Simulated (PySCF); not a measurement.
**From computed data to an observable: refractive index and permittivity of the vapour**

C3H8Si2, SMILES [Si@H]([SiH3])(C#C)C.

Geometry: PBE0-D3(BJ)/def2-SVP. The structure was generated by enumeration; whether it is a known compound was not checked.

ωB97X/def2-TZVP (PySCF) gives a mean static polarisability of 89.3 bohr³ and a dipole moment of 0.80 D. Take an ideal gas at 298.15 K and 1 bar, whether or not the substance is that volatile.

Question: Work out n − 1 in the optical limit and the static ε − 1.

Answer: 
Polarisability volume α' = 89.3 × 0.148185 = 13.23 Å³. Number density N = p/kT = 2.43e-5 Å⁻³.
Dilute limit of Lorentz–Lorenz: n − 1 = 2π N α' = 0.0020.
Orientation term of Debye: μ²/(3kT) = 8.098 Å³ × μ²(D²) = 5.18 Å³.
ε − 1 = 4π N (α' + μ²/3kT) = 0.0056. Orientation of the dipole supplies 28 % of the static response; it can't follow optical fields. Vibrational polarisation and dispersion are left out.
